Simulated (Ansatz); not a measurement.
# A ladder of methods for InCl2O (SMILES [O][In]([Cl])[Cl])

InCl2O: 4 atoms, total charge 0, spin state doublet. As SMILES, `[O][In]([Cl])[Cl]`. Geometry: optimised at wB97X-V/def2-SVP.

```xyz
4

O     0.6129    1.0254    1.6862
In    0.0333    0.0187    0.0498
Cl    0.7421   -2.1591   -0.2570
Cl   -1.3327    1.0547   -1.4994
```

Each level gives the dissociation energy of the In2–O1 bond into doublet InCl2 and triplet O (shapes relaxed at wB97X-V/def2-SVP, no zero-point term) (eV). The values are calculated.

| level | kind | program | value (eV) | less CCSD(T)/def2-SVP | CPU time (all runs) |
| --- | --- | --- | --- | --- | --- |
| UHF/def2-SVP (core potential) | Hartree–Fock | Ansatz | 1.19 | -1.38 | 7.3 s |
| U-r2SCAN/def2-SVP (core potential) | meta-GGA | Ansatz | 2.81 | +0.24 | 16 s |
| UPBE0-D4/def2-SVP (core potential) | global hybrid | Ansatz | 2.70 | +0.13 | 9.3 s |
| U-wB97M-V/def2-SVP (core potential) | range-separated hybrid | Ansatz | 2.86 | +0.29 | 35 s |
| UB2PLYP/def2-SVP (core potential) | double hybrid | Ansatz | 2.68 | +0.11 | 14 s |
| RPA@PBE/def2-SVP (core potential) | RPA | Ansatz | 2.36 | -0.21 | 14 s |
| UMP2/def2-SVP (core potential) | perturbation theory | Ansatz | 2.68 | +0.11 | 7.5 s |
| UCCSD(T)/def2-SVP (core potential) | coupled cluster or CI | Ansatz | 2.57 | 0.00 | 19 s |

UCCSD(T)/def2-SVP (core potential) is the highest level here, not the true value. Spin-orbit coupling, which can split open shells on such heavy atoms by tenths of an eV, is left out. The values span 1.19 to 2.86 eV. Hartree–Fock misses the correlation of the electron pair that is broken and comes out low. Measured bond enthalpies also hold zero-point and thermal terms, a few tenths of an eV less. In the correlated wave-function rows the outer d shell of In is correlated, in sets not made for it. CPU times are rough (shared hosts, several kinds of processor): they show what a rung costs within a factor of a few.
